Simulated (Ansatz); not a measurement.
`O[SiH]([SiH3])Cl` from Hartree–Fock to CCSD(T)

Cartesian coordinates in Å:
```
O 1.134 1.555 0.155
Si 0.560 0.231 -0.622
Si -1.165 -0.651 0.683
Cl 2.040 -1.199 -0.814
H 1.855 2.043 -0.248
H 0.169 0.559 -2.018
H -2.259 0.345 0.836
H -0.635 -1.021 2.020
H -1.700 -1.862 0.007
```

The species carries charge 0 and has multiplicity 1. Geometry: relaxed with PBE0-D4/def2-TZVP. It is one conformer, not always the lowest. Frozen core, restricted reference, Ansatz 0.2.0. CBS rows extrapolate triple and quadruple zeta; past MP2 they add the triple-zeta difference.

```json
{"basis": "def2-SVP", "HF (Eh)": "-1114.84007", "MP2 corr.": "-0.51564", "CCSD corr.": "-0.56796", "(T)": "?", "CCSD(T) total": "?"}
{"basis": "def2-TZVPP", "HF (Eh)": "-1115.31054", "MP2 corr.": "-0.67680", "CCSD corr.": "-0.72960", "(T)": "?", "CCSD(T) total": "?"}
{"basis": "def2-QZVPP", "HF (Eh)": "-1115.34528", "MP2 corr.": "?", "CCSD corr.": "–", "(T)": "–", "CCSD(T) total": "–"}
{"basis": "CBS(def2)", "HF (Eh)": "?", "MP2 corr.": "-0.77952", "CCSD corr.": "-0.83232", "(T)": "as TZ", "CCSD(T) total": "?"}
```

Task: Fill in the withheld values. (Estimate.)

Result: Ansatz gave: def2-SVP (T): -0.01262; def2-SVP CCSD(T) total: -1115.42065; def2-TZVPP (T): -0.02704; def2-TZVPP CCSD(T) total: -1116.06718; def2-QZVPP MP2 corr.: -0.73581; CBS(def2) HF (Eh): -1115.35006; CBS(def2) CCSD(T) total: -1116.20942.
